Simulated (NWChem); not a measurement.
Species: C2H3ClF2; SMILES FC(Cl)(F)C

```xyz
8

C     -1.3724    -0.9056     0.0000
C      0.0236    -0.3527     0.0000
F      0.7020    -0.7662    -1.0772
F      0.7020    -0.7662     1.0772
Cl     0.0248     1.4347     0.0000
H     -1.9076    -0.5678    -0.8959
H     -1.9076    -0.5678     0.8959
H     -1.3101    -2.0033     0.0000
```
Atoms are numbered in this order, from 1.

All runs: NWChem. Geometry optimised at PBE0/def2-SVP; all other runs use it. 

```
quantity                                                               level  value
--------------------------------------------------  ------------------------  -----
solvation free energy (kcal/mol) in n-hexane              PBE0/def2-SVP, SMD    [?]
vertical, lowest state with f > 0.02, singlet (eV)  CAM-B3LYP/def2-SVPD, TDA   9.16
anisotropy (bohr³), static                               CAM-B3LYP/def2-SVPD    [?]
−ε(HOMO) (eV)                                             CAM-B3LYP/def2-SVP    [?]
dipole (D)                                                     PBE0/def2-SVP   2.10
highest harmonic frequency (cm⁻¹)                              PBE0/def2-SVP   3214
```

**Question.** Fill in the missing entries.

**Answer.** 
- solvation free energy (kcal/mol) in n-hexane, value: -2.5
- anisotropy (bohr³), static, value: 10.3
- −ε(HOMO) (eV), value: 10.47
